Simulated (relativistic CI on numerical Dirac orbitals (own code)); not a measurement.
# Electric-dipole transitions in Rh22+

Method of calculation: Dirac-Coulomb-Breit CI, orbitals from a KLI potential per configuration, QED by a radiative potential, unscaled Slater integrals (own radial code, finite nucleus).

CI space (outside the closed core [Ne]): 3s²3p⁶3d⁵, 3s²3p⁵3d⁶, 3s²3p⁴3d⁷, 3s3p⁶3d⁶, 3p⁶3d⁷, 3s3p⁵3d⁷, 3s²3p⁶3d⁴4s, 3s²3p⁶3d⁴4p, 3s²3p⁶3d⁴4d, 3s²3p⁶3d⁴4f, 3s²3p⁵3d⁵4s, 3s²3p⁶3d³4s², 3s²3p⁶3d⁴5s, 3s²3p⁶3d³4p², 3s3p⁶3d⁵4s, 3s²3p⁶3d⁴5d. Levels of other configurations are missing.

```tsv
λ vac (nm)	Lower	Upper	A (s⁻¹)	E lower (cm⁻¹)	E upper (cm⁻¹)
5.6235	3s²3p⁶3d⁵ ²I11/2 [13]	3s²3p⁵3d⁶ ²G°9/2 [200]	5.40e+11	169078	1947315
5.7058	3s²3p⁶3d⁵ ²I11/2 [13]	3s²3p⁵3d⁶ ²G°9/2 [196]	2.36e+11	169078	1921673
5.7386	3s²3p⁶3d⁵ ⁴G11/2 [5]	3s²3p⁵3d⁶ ⁴F°9/2 [184]	7.17e+11	116649	1859240
5.7549	3s²3p⁶3d⁵ ⁴G9/2 [7]	3s²3p⁵3d⁶ ⁴F°9/2 [184]	1.61e+11	121592	1859240
5.7957	3s²3p⁶3d⁵ ²G9/2 [17]	3s²3p⁵3d⁶ ⁴D°7/2 [193]	2.55e+11	184278	1909684
5.8187	3s²3p⁶3d⁵ ²I11/2 [13]	3s²3p⁵3d⁶ ²H°9/2 [190]	2.96e+11	169078	1887669
5.8684	3s²3p⁶3d⁵ ²F7/2 [21]	3s²3p⁵3d⁶ ²F°5/2 [197]	5.63e+11	218702	1922732
5.8837	3s²3p⁶3d⁵ ²H9/2 [20]	3s²3p⁵3d⁶ ⁴D°7/2 [193]	3.09e+11	210082	1909684
5.8864	3s²3p⁶3d⁵ ²F7/2 [26]	3s²3p⁵3d⁶ ²F°5/2 [198]	4.67e+11	246106	1944941
5.8941	3s²3p⁶3d⁵ ⁴G7/2 [3]	3s²3p⁵3d⁶ ⁴F°7/2 [174]	1.31e+11	113237	1809837
5.9233	3s²3p⁶3d⁵ ⁴G9/2 [7]	3s²3p⁵3d⁶ ⁴F°7/2 [174]	3.17e+11	121592	1809837
5.9521	3s²3p⁶3d⁵ ²F7/2 [14]	3s²3p⁵3d⁶ ²D°5/2 [183]	3.71e+11	177098	1857180
6.0283	3s²3p⁶3d⁵ ²H9/2 [20]	3s²3p⁵3d⁶ ²F°7/2 [187]	3.09e+11	210082	1868924
6.0662	3s²3p⁶3d⁵ ²H11/2 [25]	3s²3p⁵3d⁶ ²H°11/2 [191]	4.87e+11	243149	1891630
6.1331	3s²3p⁶3d⁵ ⁴D7/2 [9]	3s²3p⁵3d⁶ ²F°5/2 [164]	2.14e+11	144836	1775331
6.1922	3s²3p⁶3d⁵ ²I11/2 [13]	3s²3p⁵3d⁶ ²H°9/2 [166]	1.59e+11	169078	1784004
6.2698	3s²3p⁶3d⁵ ²I13/2 [16]	3s²3p⁵3d⁶ ²I°13/2 [165]	4.12e+11	182947	1777884
6.2765	3s²3p⁶3d⁵ ⁴G5/2 [2]	3s²3p⁵3d⁶ ⁴P°5/2 [141]	1.78e+11	90754	1684010
6.3140	3s²3p⁶3d⁵ ²I11/2 [13]	3s²3p⁵3d⁶ ²H°11/2 [160]	2.23e+11	169078	1752870
6.3663	3s²3p⁶3d⁵ ⁴G7/2 [3]	3s²3p⁵3d⁶ ⁴P°5/2 [141]	3.15e+11	113237	1684010
6.5012	3s²3p⁶3d⁵ ⁴G11/2 [5]	3s²3p⁵3d⁶ ⁴F°9/2 [135]	8.90e+10	116649	1654825
6.5592	3s²3p⁶3d⁵ ⁶S5/2 [1]	3s²3p⁵3d⁶ ⁶P°7/2 [90]	1.11e+11	0	1524582
6.5993	3s²3p⁶3d⁵ ⁴G11/2 [5]	3s²3p⁵3d⁶ ²H°11/2 [125]	1.71e+11	116649	1631952
6.7409	3s²3p⁶3d⁵ ⁶S5/2 [1]	3s²3p⁵3d⁶ ⁴D°7/2 [77]	9.14e+10	0	1483478
6.7862	3s²3p⁶3d⁵ ⁴G5/2 [2]	3s²3p⁵3d⁶ ²D°5/2 [103]	1.80e+11	90754	1564327
6.8139	3s²3p⁶3d⁵ ⁴G5/2 [2]	3s²3p⁵3d⁶ ⁴P°3/2 [102]	1.51e+11	90754	1558344
6.9825	3s²3p⁶3d⁵ ⁶S5/2 [1]	3s²3p⁵3d⁶ ⁶P°3/2 [60]	2.62e+11	0	1432158
7.0047	3s²3p⁶3d⁵ ⁶S5/2 [1]	3s²3p⁵3d⁶ ⁶P°5/2 [59]	1.46e+11	0	1427605
7.0313	3s²3p⁶3d⁵ ⁴G11/2 [5]	3s²3p⁵3d⁶ ⁴G°11/2 [96]	1.20e+11	116649	1538861
7.2889	3s²3p⁶3d⁵ ²I13/2 [16]	3s²3p⁵3d⁶ ²I°13/2 [100]	8.86e+10	182947	1554903
```

Terms are leading LS components. Brackets give the number of a level in order of energy, since labels repeat. The list gives strong lines, with weight on those to low levels, without lines whose two gauges differ by over a factor of 2.5, among the lowest 200 of 2818 levels, so that lines to higher ones, which can be the strongest, are missing. Levels whose partners in the same complex of configurations lie outside the list can be far off, and so can their lines. Rates are taken at the computed energies, electric ones in the length gauge.

At this charge energies of transitions that change n are usually good to better than 1 %, and those within a shell (Δn = 0) to a few per cent. Terms inside the open d or f shell come out 10 to 20 % too wide with unscaled integrals.

LS names give the leading component of a level, which can be under half, so a name can repeat, a term be missing and a line seem to break the LS rules.
